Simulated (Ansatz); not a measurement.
Basis-set extrapolation for CH$_{5}$NOSi (PBE0-D4/def2-TZVP geometry, frozen core, Ansatz). Multiplicity 1, RHF reference.

```
                      def2-TZVPP   def2-QZVPP
                 HF  -459.146175  -459.163856
    MP2 correlation    -0.728299    -0.782155
CCSD(T) correlation    -0.789684      not run
```

Energies in hartree. Use E(X) = E(∞) + A·exp(−7.88·√X) for Hartree–Fock and E(X) = E(∞) + B·X^(−2.97) for correlation, with X = 3 and 4, and add CCSD(T) minus MP2 of the smaller set to the MP2 limit.

Task: What is the CCSD(T) energy at the basis-set limit?

Result: HF limit: -459.163856 + (-0.017681) × 0.13774 = -459.16629. MP2 limit: -0.782155 + (-0.053856) × 0.74074 = -0.82205. Higher-order term: -0.789684 − (-0.728299) = -0.06139. Total: -460.04973 hartree, 299.0 kJ/mol below CCSD(T)/def2-TZVPP.
